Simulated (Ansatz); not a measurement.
Basis-set extrapolation for C₂H₂BCl (`ClC1=CB1`) (PBE0-D4/def2-TZVP geometry, frozen core, Ansatz 0.2.0). Multiplicity 1, RHF reference.

|  | def2-TZVPP | def2-QZVPP |
| --- | --- | --- |
| HF | -561.070662 | -561.087639 |
| MP2 correlation | -0.582676 | -0.627664 |
| CCSD(T) correlation | -0.643243 | not run |

Energies in hartree. Use E(X) = E(∞) + A·exp(−7.88·√X) for Hartree–Fock and E(X) = E(∞) + B·X^(−2.97) for correlation, with X = 3 and 4, and add CCSD(T) minus MP2 of the smaller set to the MP2 limit.

Question: What is the CCSD(T) energy at the basis-set limit?

Answer: HF limit: -561.087639 + (-0.016977) × 0.13774 = -561.08998. MP2 limit: -0.627664 + (-0.044988) × 0.74074 = -0.66099. Higher-order term: -0.643243 − (-0.582676) = -0.06057. Total: -561.81154 hartree, 256.3 kJ/mol below CCSD(T)/def2-TZVPP.
